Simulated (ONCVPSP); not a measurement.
# What the settings do to the ONCV potential of argon (Ar)

Base potential:

ONCVPSP 4.0.1 input, shortened (lines: element, Z, core and valence counts, functional; n l f; lmax; l rc ep ncon nbas qcut; lloc lpopt rc5 dvloc0; l nproj debl; icmod fcfact rcfact), BLYP, scalar-relativistic:

```
  Ar 18.00    1    4  -106131      upf
    1    0    2.00
    2    0    2.00
    2    1    6.00
    3    0    2.00
    3    1    4.00
    2
    0    0.40    0.00    5   10   31.50
    1    0.65    0.00    4    7   17.60
    2    0.55    0.06    4    7   19.70
    4    5    0.30   -1.00
    0    3    1.00
    1    2    2.80
    2    1    1.10
    3    5.75    1.70
```

In the s channel the program set the typed energies aside and used -12.014, -1.851, 0.250 Ha.

All-electron outer shells of the reference configuration (BLYP, scalar-relativistic, ld1.x):

```json
{"shell": "1s", "level (eV)": "-3152.88", "outermost node (bohr)": "–", "outermost maximum (bohr)": "0.06"}
{"shell": "2s", "level (eV)": "-326.92", "outermost node (bohr)": "0.12", "outermost maximum (bohr)": "0.34"}
{"shell": "2p", "level (eV)": "-260.12", "outermost node (bohr)": "–", "outermost maximum (bohr)": "0.28"}
{"shell": "3s", "level (eV)": "-50.36", "outermost node (bohr)": "0.51", "outermost maximum (bohr)": "1.14"}
{"shell": "3p", "level (eV)": "-35.27", "outermost node (bohr)": "0.48", "outermost maximum (bohr)": "1.22"}
```

Cutoffs, loose and tight: the cutoffs (Ha) at which the residual kinetic energy of the hardest occupied pseudo-wave falls to 1 and 0.1 mHa per electron. They do not see the model core or the augmentation charge, which bear on the density cutoff. Test errors are all-electron minus pseudo excitation energies from the reference, over the configurations 2s2 2p6 3s2 3p6; 2s2 2p6 3s2 3p5; 2s2 2p6 3s2 3p3; 2s2 2p6 3s1 3p6. A dash means not determined; rows that change the core or the reference have their own tests.

A true bound ghost makes a file unfit for plane-wave use even where its test errors are small: the radial tests pick states by their node count and pass the ghost by.

| change | outcome | cutoff, loose | cutoff, tight | bound ghosts | GHOST(+) flags above zero | largest test error (meV) |
| --- | --- | --- | --- | --- | --- | --- |
| base | generated, projector energies reset by the program | 352 Ha | 413 Ha | s | none | +5.8 |
| local potential polynomial inside 0.30 bohr (lpopt 5, dvloc0 -2.5 Ha) | generated, projector energies reset by the program | 352 Ha | 413 Ha | s | none | +5.8 |
| local potential polynomial inside 0.30 bohr (lpopt 5, dvloc0 -0.5 Ha) | generated, projector energies reset by the program | 352 Ha | 413 Ha | s | none | +5.8 |
| local potential polynomial inside 0.30 bohr (lpopt 5, dvloc0 0.5 Ha) | generated, projector energies reset by the program | 352 Ha | 413 Ha | s | none | +5.8 |
| local potential polynomial inside 0.30 bohr (lpopt 5, dvloc0 1.5 Ha) | generated, projector energies reset by the program | 352 Ha | 413 Ha | s | none | +5.9 |
| local potential polynomial inside 0.30 bohr (lpopt 5, dvloc0 3 Ha) | generated, projector energies reset by the program | 352 Ha | 413 Ha | s | none | +5.9 |
| local potential polynomial inside 0.30 bohr (lpopt 5, dvloc0 4 Ha) | generated, projector energies reset by the program | 352 Ha | 413 Ha | s | none | +5.9 |
| local potential polynomial inside 0.30 bohr (lpopt 5, dvloc0 5.5 Ha) | generated, projector energies reset by the program | 352 Ha | 413 Ha | s | none | +5.9 |
| local potential polynomial inside 0.30 bohr (lpopt 5, dvloc0 6.5 Ha) | generated, projector energies reset by the program | 352 Ha | 413 Ha | s | none | +5.9 |
| local potential polynomial inside 0.30 bohr (lpopt 5, dvloc0 8 Ha) | generated, projector energies reset by the program | 352 Ha | 413 Ha | s | none | +6.0 |
| local potential polynomial inside 0.30 bohr (lpopt 5, dvloc0 9.5 Ha) | generated, projector energies reset by the program | 352 Ha | 413 Ha | s | none | +6.0 |

Reading the sweep of the dvloc0 (base included, trends over the rows without a ghost): Bound ghosts are found at -2.5, -1, -0.5, 0.5, 1.5, 3, 4, 5.5, 6.5, 8, 9.5 Ha. Every judged row has one, so this setting neither creates nor removes them.
